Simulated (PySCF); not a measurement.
ClH₅N₂OSi.

```xyz
10

N     -1.1816     1.4385     0.3654
Si    -0.0634     0.1623     0.3263
N      1.4748     0.7837     0.7221
O     -0.7505    -1.0045     1.2825
Cl     0.2680    -0.7708    -1.5179
H     -0.9644     2.3315    -0.0577
H     -2.1757     1.2534     0.4111
H      2.3200     0.3572     0.3650
H      1.6224     1.2785     1.5936
H     -0.5194    -1.9083     1.0507
```
Charge 0, spin multiplicity 1.

Coordinates come from a PBE0-D3(BJ)/def2-SVP optimisation. This is a generated structure with no PubChem entry under its InChIKey; it may be hypothetical. The values are those of a single conformer.

All values below come from PBE0/pcSseg-1 (PySCF). Non-relativistic, no solvent.

**Question.** Give the absolute GIAO shielding of each atom: isotropic value and principal components (ppm). (An estimate is asked for; the answer gives what the named calculation found.)

**Answer.** 
```tsv
atom	σ(iso)	σ11	σ22	σ33	span
N1	233.3	203.5	232.9	263.5	60.0
Si2	385.2	350.8	372.1	432.7	81.8
N3	228.7	194.2	223.9	268.1	74.0
O4	252.5	219.8	241.7	295.9	76.1
Cl5	892.3	799.7	819.7	1057.4	257.7
H6	30.4	23.5	26.5	41.2	17.7
H7	30.2	23.2	26.2	41.4	18.2
H8	30.4	23.1	27.6	40.5	17.4
H9	30.4	23.3	25.7	42.0	18.8
H10	29.7	21.9	25.9	41.2	19.4
```
